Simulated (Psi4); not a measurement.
C₆H₁₀O, triplet, at a GFN2-xTB geometry (a higher spin typed on purpose: for a closed-shell molecule this is an excited state); Psi4 with BHHLYP/STO-3G.

Input for Psi4:
```
memory 2 GB

molecule mol {
0 3
O     2.361061    0.442776    0.257237
C     1.133650    0.200471   -0.013313
C     0.090772    1.313336    0.228394
C    -1.178194    1.010030   -0.543631
C    -1.775434   -0.325724   -0.111878
C    -0.744311   -1.429198   -0.327460
C     0.527792   -1.143530    0.446128
H    -0.125914    1.400453    1.302065
H     0.556247    2.238312   -0.112868
H    -1.899570    1.811011   -0.360356
H    -0.961869    0.987391   -1.613404
H    -2.678566   -0.537282   -0.686344
H    -2.048204   -0.280587    0.944926
H    -1.153204   -2.384947    0.011502
H    -0.516456   -1.516653   -1.391488
H     1.291843   -1.897105    0.253624
H     0.321548   -1.115112    1.525001
}

set {
  basis sto-3g
  reference uks
  scf_type pk
  puream true
  d_convergence 1e-8
  dft_radial_points 99
  dft_spherical_points 590
}

energy('bhhlyp')
print_variables()
```

What the program printed (banner, timings and long lists left out):

```
   => Loading Basis Set <=

    Name: STO-3G
    Role: ORBITAL
    Keyword: BASIS

         ---------------------------------------------------------
                                   SCF
               by Justin Turney, Rob Parrish, Andy Simmonett
                          and Daniel G. A. Smith
                              UKS Reference
         ---------------------------------------------------------

  ==> Geometry <==

    Molecular point group: c1
    Full point group: C1

    Geometry (in Angstrom), charge = 0, multiplicity = 3:

       Center              X                  Y                   Z               Mass
    ------------   -----------------  -----------------  -----------------  -----------------
         O            2.288200363824     0.429702743279     0.255962182400    15.994914619570
         C            1.060789363824     0.187397743279    -0.014587817600    12.000000000000
         C            0.017911363824     1.300262743279     0.227119182400    12.000000000000
         C           -1.251054636176     0.996956743279    -0.544905817600    12.000000000000
         C           -1.848294636176    -0.338797256721    -0.113152817600    12.000000000000
         C           -0.817171636176    -1.442271256721    -0.328734817600    12.000000000000
         C            0.454931363824    -1.156603256721     0.444853182400    12.000000000000
         H           -0.198774636176     1.387379743279     1.300790182400     1.007825032230
         H            0.483386363824     2.225238743279    -0.114142817600     1.007825032230
         H           -1.972430636176     1.797937743279    -0.361630817600     1.007825032230
         H           -1.034729636176     0.974317743279    -1.614678817600     1.007825032230
         H           -2.751426636176    -0.550355256721    -0.687618817600     1.007825032230
         H           -2.121064636176    -0.293660256721     0.943651182400     1.007825032230
         H           -1.226064636176    -2.398020256721     0.010227182400     1.007825032230
         H           -0.589316636176    -1.529726256721    -1.392762817600     1.007825032230
         H            1.218982363824    -1.910178256721     0.252349182400     1.007825032230
         H            0.248687363824    -1.128185256721     1.523726182400     1.007825032230

  Running in c1 symmetry.

  Rotational constants: A =      0.14830  B =      0.07999  C =      0.05692 [cm^-1]
  Rotational constants: A =   4446.02582  B =   2397.92695  C =   1706.44611 [MHz]
  Nuclear repulsion =  308.849844717883798

  Charge       = 0
  Multiplicity = 3
  Electrons    = 54
  Nalpha       = 28
  Nbeta        = 26

  ==> Algorithm <==

  SCF Algorithm Type is PK.
  DIIS enabled.
  MOM disabled.
  Fractional occupation disabled.
  Guess Type is SAD.
  Energy threshold   = 1.00e-06
  Density threshold  = 1.00e-08
  Integral threshold = 1.00e-12

  ==> Primary Basis <==

  Basis Set: STO-3G
    Blend: STO-3G
    Number of shells: 31
    Number of basis functions: 45
    Number of Cartesian functions: 45
    Spherical Harmonics?: true
    Max angular momentum: 1

  ==> DFT Potential <==

   => LibXC <=

    Version 7.1.2
    S. Lehtola, C. Steigemann, M. J. T. Oliveira, and M. A. L. Marques,  SoftwareX 7, 1–5 (2018) (10.1016/j.softx.2017.11.002)

   => Composite Functional: BHANDHLYP <=

    BHandHLYP Hyb-GGA Exchange-Correlation Functional

    A. D. Becke,  J. Chem. Phys. 98, 1372 (1993) (10.1063/1.464304)
    Defined through Gaussian implementation.

    Deriv               =              1
    GGA                 =           TRUE
    Meta                =          FALSE

    Exchange Hybrid     =           TRUE
    MP2 Hybrid          =          FALSE

   => Exchange Functionals <=

    0.5000         Becke 88

   => Exact (HF) Exchange <=

    0.5000               HF

   => Correlation Functionals <=

    1.0000   Lee, Yang & Parr

   => LibXC Density Thresholds  <==

    XC_HYB_GGA_XC_BHANDHLYP:  1.00E-15

[...]
    Total      45      45
   -------------------------

  ==> Iterations <==

                        Total Energy        Delta E     RMS |[F,P]|

   @UKS iter SAD:  -301.49926766407287   -3.01499e+02   0.00000e+00
   @UKS iter   1:  -305.67806550868448   -4.17880e+00   6.76653e-03 DIIS/ADIIS
   @UKS iter   2:  -305.69185507968382   -1.37896e-02   8.19679e-03 DIIS/ADIIS
   @UKS iter   3:  -305.77331472140821   -8.14596e-02   1.07179e-03 DIIS/ADIIS
   @UKS iter   4:  -305.77801229294539   -4.69757e-03   3.57246e-04 DIIS/ADIIS
   @UKS iter   5:  -305.77867763517798   -6.65342e-04   1.66046e-04 DIIS/ADIIS
   @UKS iter   6:  -305.77880910339474   -1.31468e-04   5.05572e-05 DIIS
   @UKS iter   7:  -305.77882049801690   -1.13946e-05   1.88399e-05 DIIS
   @UKS iter   8:  -305.77882179408255   -1.29607e-06   4.91667e-06 DIIS
   @UKS iter   9:  -305.77882185726810   -6.31856e-08   1.84520e-06 DIIS
   @UKS iter  10:  -305.77882186699304   -9.72494e-09   5.59173e-07 DIIS
   @UKS iter  11:  -305.77882186829265   -1.29961e-09   1.65019e-07 DIIS
   @UKS iter  12:  -305.77882186836774   -7.50902e-11   3.30181e-08 DIIS
   @UKS iter  13:  -305.77882186837047   -2.72848e-12   1.37672e-08 DIIS
   @UKS iter  14:  -305.77882186837121   -7.38964e-13   6.44376e-09 DIIS
  Energy and wave function converged.

  ==> Post-Iterations <==

   Electrons on quadrature grid:
      Nalpha   =   28.0000025666 ; deviation = 2.567e-06
      Nbeta    =   26.0000031516 ; deviation = 3.152e-06
      Ntotal   =   54.0000057182 ; deviation = 5.718e-06

   @Spin Contamination Metric:   2.251905735E-03
   @S^2 Expected:                2.000000000E+00
   @S^2 Observed:                2.002251906E+00
   @S   Expected:                1.000000000E+00
   @S   Observed:                1.000000000E+00

    Orbital Energies [Eh]
    ---------------------

    Alpha Occupied:

[...]
      28A     -0.128428

    Alpha Virtual:

[...]
    Beta Occupied:

[...]
    Beta Virtual:

[...]
      45A      0.735678

    Final Occupation by Irrep:
              A
    DOCC [    26 ]
    SOCC [     2 ]
    NA   [    28 ]
    NB   [    26 ]

  @UKS Final Energy:  -305.77882186837121

   => Energetics <=

    Nuclear Repulsion Energy =            308.8498447178837978
    One-Electron Energy =               -1027.2973769209120292
    Two-Electron Energy =                 435.9504160924724374
    DFT Exchange-Correlation Energy =     -23.2817057578154447
    Empirical Dispersion Energy =           0.0000000000000000
    VV10 Nonlocal Energy =                  0.0000000000000000
    Total Energy =                       -305.7788218683712103

  UHF NO Occupations:
  HONO-2 :   26  A 1.9995379
  HONO-1 :   27  A 1.0000000
  HONO-0 :   28  A 1.0000000
  LUNO+0 :   29  A 0.0004621
  LUNO+1 :   30  A 0.0002925
  LUNO+2 :   31  A 0.0002872
  LUNO+3 :   32  A 0.0000554

Computation Completed

Properties will be evaluated at   0.000000,   0.000000,   0.000000 [a0]

Properties computed using the SCF density matrix

 Multipole Moments:

 ------------------------------------------------------------------------------------
     Multipole            Electronic (a.u.)      Nuclear  (a.u.)        Total (a.u.)
 ------------------------------------------------------------------------------------

 L = 1.  Multiply by 2.5417464519 to convert [e a0] to [Debye]
 Dipole X            :          7.0276637           -7.4350922           -0.4074285
 Dipole Y            :          1.2705093           -1.3340651           -0.0635559
 Dipole Z            :          0.2307116           -0.1301004            0.1006112
 Magnitude           :                                                    0.4244525

 ------------------------------------------------------------------------------------

  Variable Map:
  ----------------------------------------------------------------------------
[...]
  Array Variable Map:
  ----------------------------------------------------------------------------
[...]
[...]
```
